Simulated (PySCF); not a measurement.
C₃H₄ClFSi, SMILES C([SiH3])(Cl)=C=CF. Heavy atoms are numbered as in [F:1][CH:2]=[C:3]=[C:4]([SiH3:5])[Cl:6]. Hydrogens are named by the atom that carries them.

Geometry: B3LYP-D3(BJ)/def2-SVP. The structure was generated by enumeration, and PubChem lists no compound with its InChIKey, so it may never have been made.

Computed with PBE/pcSseg-1 in PySCF.

GIAO shieldings, no solvent; atoms alike by connectivity are averaged. δ = σ(ref) − σ: ¹⁹F against CFCl3 (σ = 133.6 ppm); ¹³C against TMS (σ = 182.0 ppm); ²⁹Si against TMS (σ = 335.4 ppm); ³⁵Cl against HCl (σ = 936.5 ppm); ¹H against TMS (σ = 31.49 ppm), references at their B3LYP-D3(BJ)/def2-TZVP geometries, non-relativistic (without spin–orbit terms, shifts of atoms bonded to Cl or Br come out too high).

| atoms | nucleus | count | δ (ppm) |
|---|---|---|---|
| F1 | ¹⁹F | 1 | -163.8 |
| C3 | ¹³C | 1 | … |
| C2 (CH) | ¹³C | 1 | … |
| C4 | ¹³C | 1 | 123.6 |
| Si5 (SiH3) | ²⁹Si | 1 | -65.3 |
| Cl6 | ³⁵Cl | 1 | … |
| H on C2 | ¹H | 1 | 7.82 |
| H on Si5 | ¹H | 3 | … |

**Question.** Some entries are withheld; supply them. (The exact figures need the calculation; the answer reports its results.)

**Answer.** 
- C2 (CH), δ (ppm): 142.4
- Cl6, δ (ppm): 348.0
- C3, δ (ppm): 213.1
- H on Si5, δ (ppm): 4.71
